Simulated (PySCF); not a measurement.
Two species compared at the same levels of theory.

First species: C5H11N2P.
Bonds: C1–N2, N2–P3 (double), P3–N4, N4–C5, N4–C6, P3–C7, C7–C8 (double), P3–C8. Hydrogens: H9, H10, H11 on C1; H12, H13, H14 on C5; H15, H16, H17 on C6; H18 on C7; H19 on C8.

Second species: C₈H₁₁OP.
SMILES: `c1(cc(ccc1)C)[P@H](=O)C`

Levels: PBE0/pcSseg-1 for dipole moment, HOMO energy, LUMO energy and HOMO–LUMO gap; GFN2-xTB for rotational constant A and rotational constant C. Geometries: GFN2-xTB. All species are isolated and taken at one optimised geometry, non-relativistic unless stated. Electronic properties by PySCF.

The conformers computed, where there is a choice (atom-mapped SMILES and torsion angles):
- `[CH3:1][N:2]=[P:3]1([N:4]([CH3:5])[CH3:6])[CH:7]=[CH:8]1`: N2–P3–N4–C5 -61°
- `[CH3:1][c:2]1[cH:3][cH:4][cH:5][c:6]([P@@H:7]([CH3:8])=[O:9])[cH:10]1`: C5–C6–P7–C8 63°

```json
{"property": "dipole moment", "column X": "3.98 D", "column Y": "1.75 D"}
{"property": "HOMO energy", "column X": "-7.37 eV", "column Y": "-5.89 eV"}
{"property": "LUMO energy", "column X": "-0.87 eV", "column Y": "-0.53 eV"}
{"property": "HOMO–LUMO gap", "column X": "6.50 eV", "column Y": "5.36 eV"}
{"property": "rotational constant A", "column X": "2.148 GHz", "column Y": "2.209 GHz"}
{"property": "rotational constant C", "column X": "0.595 GHz", "column Y": "1.186 GHz"}
```

Task: Which column belongs to which species?

Result: Column X is the second species and column Y the first. The first has 19 atoms and 70 electrons, the second 21 and 82.

Task: How does each property change from the first species to the second?

Result: dipole moment +2.23 D; HOMO energy -1.48 eV; LUMO energy -0.34 eV; HOMO–LUMO gap +1.14 eV; rotational constant A -0.061 GHz; rotational constant C -0.591 GHz.

On the first: The dipole equals about 5.8 × 10⁻³⁰ C·m (1 D = 3.33564 × 10⁻³⁰ C·m). GFN2-xTB frequencies show an imaginary mode (25i cm⁻¹), so this geometry is no minimum at that level.

On the second: A dipole of 3.98 D is allowed in C1, and pure rotational transitions are dipole-allowed. The dipole equals about 13.3 × 10⁻³⁰ C·m (1 D = 3.33564 × 10⁻³⁰ C·m). GFN2-xTB frequencies show an imaginary mode (23i cm⁻¹), so this geometry is no minimum at that level.
